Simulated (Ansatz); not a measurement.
```yaml
crystal:
  periodic: [false, false, false]
  atoms:
    - {symbol: O, position_ang: [0.244360, 1.025287, 1.599948]}
    - {symbol: C, position_ang: [0.433047, -0.132755, 0.802146]}
    - {symbol: Cl, position_ang: [2.277385, 0.043191, -0.299598]}
    - {symbol: Si, position_ang: [-0.747214, -0.677250, -0.508967]}
    - {symbol: S, position_ang: [-1.039184, 1.331491, -1.341968]}
    - {symbol: H, position_ang: [0.425639, 1.425637, 1.253975]}
    - {symbol: H, position_ang: [0.643384, -1.343748, 1.483488]}
    - {symbol: H, position_ang: [-0.677104, -1.511555, -1.445868]}
    - {symbol: H, position_ang: [-1.923887, -0.984521, 0.386798]}
    - {symbol: H, position_ang: [0.019572, 1.465298, -1.906934]}
basis:
  gaussian: {orbitals: aug-pcseg-2, nuclear_model: gaussian}
hamiltonian: {xc: {name: rPW86-PBE}, dispersion: d4}
scf: {lower_state_search: off}
kpoints: {mp_grid: {grid: [2, 2, 2]}}
```

```sh
$ ansatz run in.yaml --threads 4 --pin off --events-out ev --progress --plain --max-ram 10444MiB
```

Shortened log:

```
Error: invalid value for `basis.gaussian`: such a run doesn't read kpoints; remove what it names
```

In this input the input holds a key that doesn't belong there. The program refused the input.
